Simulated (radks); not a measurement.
Values are calculated unless marked as measured or tabulated.
How relativity changes the ionisation of neutral hafnium ([Xe] 4f14 5d2 6s2) to Hf+ ([Xe] 4f14 5d1 6s2). Spin-unpolarised spherical Kohn-Sham, LDA (Slater exchange, Perdew-Wang correlation), point nucleus unless stated (finite: rms radius 5.347 fm), a radial shooting solver on a logarithmic mesh with Libxc functionals. A level marked "c x" has the speed of light scaled by that factor and shares open shells by 2j + 1; other Dirac levels either fill j = l - 1/2 first or share by 2j + 1.

| level | E(Hf) (hartree) | E(Hf+) (hartree) | IE (eV) | HOMO | <r> HOMO (bohr) |
|---|---|---|---|---|---|
| non-rel. | -14317.4634 | -14317.1707 | 7.965 | 5d | 2.334 |
| scalar-rel. | -15069.2005 | -15068.9533 | 6.728 | 5d | 2.492 |
| scalar-rel., finite nucleus | -15067.1524 | -15066.9051 | 6.730 | 5d | 2.492 |
| Dirac, 2j+1 shares | -15088.6383 | -15088.3910 | 6.731 | 5d5/2 | 2.548 |
| Dirac, low j first | -15088.6582 | -15088.4036 | 6.930 | 5d3/2 | 2.443 |
| Dirac, 2j+1 shares, finite nucleus | -15086.5728 | -15086.3253 | 6.733 | 5d5/2 | 2.547 |
| Dirac, c x 1.25 | -14784.1434 | -14783.8797 | 7.175 | 5d5/2 | 2.462 |
| Dirac, c x 3 | -14392.7334 | -14392.4457 | 7.828 | 5d5/2 | 2.354 |
| Dirac, c x 100 | -14317.5302 | -14317.2375 | 7.965 | 5d5/2 | 2.334 |

NIST Atomic Spectra Database: 6.825 eV (measured). The relativistic part of the total energy of Hf is -769.1 hartree (Dirac, 2j+1 shares, finite nucleus), 5.4 % of the non-relativistic value. Spin polarisation and multiplet splitting of open shells are left out at every level.

Beside tabulated values, note that relativity, absent from the non-relativistic runs, is large for the heavy elements, and spin-unpolarised runs miss the spin-polarisation part of the exchange energy of open shells.
